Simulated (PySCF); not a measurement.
CH7NSi2, SMILES [SiH2]1[SiH2]NC1.

Geometry: B3LYP-D3(BJ)/def2-SVP. This is a generated structure with no PubChem entry under its InChIKey; it may be hypothetical.

Two levels are set side by side: TDDFT-PBE/def2-SVPD (PySCF) and TDDFT-PBE0/def2-SVPD (PySCF). Vertical, same geometry. The lowest singlet is HOMO→LUMO 98 % with PBE and HOMO→LUMO 95 % with the other functional; states are paired by order. Differences are taken from unrounded values.

```
quantity                               TDDFT-PBE
-------------------------------------  ---------
lowest singlet excitation (eV)              4.48
lowest triplet excitation (TDA) (eV)        4.30
first bright state (f over 0.05) (eV)       5.81
its oscillator strength                     0.09
```

Problem. These are the TDDFT-PBE values. What does TDDFT-PBE0 give? (The exact figures need the calculation; the answer reports its results.)

Solution. 
| quantity | TDDFT-PBE0 | TDDFT-PBE minus TDDFT-PBE0 |
|---|---|---|
| lowest singlet excitation (eV) | 5.18 | -0.71 |
| lowest triplet excitation (TDA) (eV) | 4.91 | -0.61 |
| first bright state (f over 0.05) (eV) | 6.26 | -0.45 |
| its oscillator strength | 0.11 | -0.02 |

A lower first singlet is the usual sign of a functional without exact exchange. Differences between two approximate levels are no errors against the true value.

Rough cost on one machine, each run with all the roots and properties that it gave: TDDFT-PBE0 against TDDFT-PBE about 3 times.
